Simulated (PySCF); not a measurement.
## Frontier levels across methods

Species: C3H10BN.
Numbering: `[CH3:1][CH2:2][BH:3][NH:4][CH3:5]` (hydrogens: H6, H7, H8 on C1; H9, H10 on C2; H11 on B3; H12 on N4; H13, H14, H15 on C5)

Geometry (PBE0-D3(BJ)/def2-SVP, Å), atoms numbered from 1 in this order:
```xyz
15
C3H10BN angstrom
C     -2.3901   -0.3408   -0.3859
C     -1.2597    0.6394   -0.0705
B      0.1463    0.1714   -0.6159
N      1.2761    0.1106    0.1972
C      2.6087   -0.2824   -0.1829
H     -3.3717    0.0334   -0.0537
H     -2.2297   -1.3143    0.1050
H     -2.4593   -0.5353   -1.4681
H     -1.2256    0.8450    1.0149
H     -1.4862    1.6109   -0.5502
H      0.2823   -0.1507   -1.7816
H      1.1844    0.3710    1.1741
H      2.9508   -1.1756    0.3683
H      2.6247   -0.5213   -1.2548
H      3.3440    0.5210   -0.0039
```

Basis pcSseg-1 throughout (PySCF), one geometry. One conformer (not necessarily the lowest) at the PBE0-D3(BJ)/def2-SVP geometry, without solvent, vibrations or thermal averaging.

Task: How do the orbital energies, the gap and the dipole change with the method?

Result: 
| method | kind | HOMO (eV) | LUMO (eV) | gap (eV) | μ (D) | SCF cycles |
| --- | --- | --- | --- | --- | --- | --- |
| BLYP | GGA | -6.15 | -0.09 | 6.06 | 1.87 | 14 |
| B97-D | GGA | -6.26 | -0.07 | 6.19 | 1.82 | 13 |
| OPBE | GGA | -6.26 | -0.06 | 6.20 | 1.84 | 14 |
| PBE | GGA | -6.29 | -0.23 | 6.06 | 1.89 | 14 |
| KT2 | GGA | -6.35 | -0.28 | 6.08 | 1.83 | 14 |
| KT3 | GGA | -6.36 | -0.21 | 6.15 | 1.80 | 14 |
| BP86 | GGA | -6.39 | -0.27 | 6.12 | 1.89 | 14 |
| LDA | LDA | -6.42 | -0.46 | 5.96 | 1.93 | 13 |
| B97-2 | global hybrid | -7.33 | 0.73 | 8.06 | 1.78 | 12 |
| B3LYP | global hybrid | -7.36 | 0.50 | 7.86 | 1.81 | 13 |
| PBE0 | global hybrid | -7.59 | 0.74 | 8.33 | 1.81 | 12 |
| mPW1PW91 | global hybrid | -7.62 | 0.74 | 8.37 | 1.79 | 12 |
| BHandHLYP | global hybrid | -8.80 | 1.72 | 10.52 | 1.72 | 12 |
| CAM-B3LYP | range-separated hybrid | -8.98 | 1.81 | 10.79 | 1.79 | 12 |
| wB97X-D | range-separated hybrid | -9.48 | 2.58 | 12.06 | 1.78 | 12 |
| LC-wPBE | range-separated hybrid | -10.39 | 3.03 | 13.41 | 1.77 | 12 |
| HF | Hartree–Fock | -10.74 | 4.12 | 14.85 | 1.59 | 9 |

The HOMO spans 4.58 eV, from BLYP down to HF, and the gap runs from 5.96 eV (LDA) to 14.85 eV (HF). Over the methods BLYP (0 %), B97-D (0 %), OPBE (0 %), PBE (0 %), KT2 (0 %), KT3 (0 %), BP86 (0 %), LDA (0 %), B97-2 (21 %), B3LYP (20 %), PBE0 (25 %), mPW1PW91 (25 %), BHandHLYP (50 %), HF (100 %), a straight line through the gap against the share of exact exchange rises by 0.88 eV for each 10 % (correlation coefficient 1.000). The dipole ranges from 1.59 D (HF) to 1.93 D (LDA). This basis has no diffuse functions.
